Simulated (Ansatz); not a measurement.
Start from `ClB1CO1` and change one atom or group to get `[SiH3]B1CO1`.

Ansatz, PBE0-D4/def2-TZVP geometries, multiplicity 1. 

```tsv
property	`ClB1CO1`
HOMO–LUMO gap (B3LYP/def2-TZVPP) / eV	7.74
HOMO–LUMO gap (PBE/def2-TZVPP) / eV	5.77
HOMO–LUMO gap (ωB97M-V/def2-TZVPP) / eV	12.59
HOMO energy (PBE0/def2-TZVPP) / eV	-8.40
size of the dipole moment (B3LYP/def2-TZVPP) / D	1.45
LUMO energy (PBE0/def2-TZVPP) / eV	-0.20
```

(1) What does the change do to each property? (An estimate is asked.)

## Answers

(1) The calculation gave: 
```json
{"property": "HOMO–LUMO gap (B3LYP/def2-TZVPP) / eV", "`[SiH3]B1CO1`": "6.42", "shift": "-1.32"}
{"property": "HOMO–LUMO gap (PBE/def2-TZVPP) / eV", "`[SiH3]B1CO1`": "4.60", "shift": "-1.17"}
{"property": "HOMO–LUMO gap (ωB97M-V/def2-TZVPP) / eV", "`[SiH3]B1CO1`": "11.05", "shift": "-1.54"}
{"property": "HOMO energy (PBE0/def2-TZVPP) / eV", "`[SiH3]B1CO1`": "-7.97", "shift": "0.43"}
{"property": "size of the dipole moment (B3LYP/def2-TZVPP) / D", "`[SiH3]B1CO1`": "1.17", "shift": "-0.28"}
{"property": "LUMO energy (PBE0/def2-TZVPP) / eV", "`[SiH3]B1CO1`": "-1.14", "shift": "-0.94"}
```

With PBE0 the HOMO rises by 0.43 eV and the LUMO falls by 0.94 eV, so the gap narrows by about 1.37 eV. PBE moves the HOMO by 0.31 eV and ωB97M-V by 0.48 eV. The zero-point energy changes by 61.0 kJ/mol with +9 modes. Dipoles are sizes alone; their direction can turn.

B3LYP here is the variant with VWN-RPA as its local correlation; programs differ in this.
